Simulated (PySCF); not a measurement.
**`OC[C@@H]1C[C@@H](Cl)[C@@H]1Br`, C₅H₈BrClO**

Cartesian coordinates in Å; atom numbers follow the order of the lines, from 1:
```xyz
16

O    -2.3726    0.9683   -0.7381
C    -1.6146    0.1726    0.1283
C    -0.3232   -0.3443   -0.5153
C     0.4831   -1.2946    0.3920
C     1.5099   -0.1797    0.6281
Cl    3.2172   -0.6195    0.4118
C     0.8863    0.6117   -0.5186
Br    0.5722    2.5044   -0.1729
H    -1.9308    1.8186   -0.8584
H    -1.3831    0.7046    1.0617
H    -2.2462   -0.6872    0.3692
H    -0.5712   -0.7333   -1.5045
H     0.9038   -2.1426   -0.1417
H    -0.0324   -1.6445    1.2833
H     1.4238    0.3046    1.6005
H     1.4701    0.5698   -1.4367
```

Method: PySCF 2.14.0, TDDFT B3LYP/def2-SVPD circular dichroism and optical rotation, one conformer, gas phase. Geometry: GFN2-xTB.

The molecule is flexible and this is one conformer; a measurement averages over conformers. The calculation is non-relativistic, which matters for the atoms heavier than Zn.

Problem. Draw the ECD and absorption spectra from the lowest 8 states, each a Gaussian of half-width 0.3 eV at 1/e height.

Solution. 
| E (eV) | λ (nm) | Δε (L mol⁻¹ cm⁻¹) | ε (L mol⁻¹ cm⁻¹) |
| --- | --- | --- | --- |
| 5.41 | 229 | -0.15 | 23.8 |
| 5.51 | 225 | -0.42 | 69.3 |
| 5.61 | 221 | -0.91 | 164 |
| 5.71 | 217 | -1.45 | 320 |
| 5.81 | 213 | -1.57 | 523 |
| 5.91 | 210 | -0.58 | 730 |
| 6.01 | 206 | +1.72 | 892 |
| 6.11 | 203 | +4.57 | 979 |
| 6.21 | 200 | +6.64 | 989 |
| 6.31 | 197 | +7.01 | 982 |
| 6.41 | 193 | +5.73 | 1080 |
| 6.51 | 190 | +3.38 | 1380 |
| 6.61 | 188 | +0.67 | 1890 |
| 6.71 | 185 | -1.47 | 2440 |
| 6.81 | 182 | -1.89 | 2760 |
| 6.91 | 179 | -0.23 | 2700 |
| 7.01 | 177 | +2.33 | 2290 |

Δε uses R in velocity form, ε uses f in length form. Only the states computed contribute, so the short-wavelength end is incomplete.
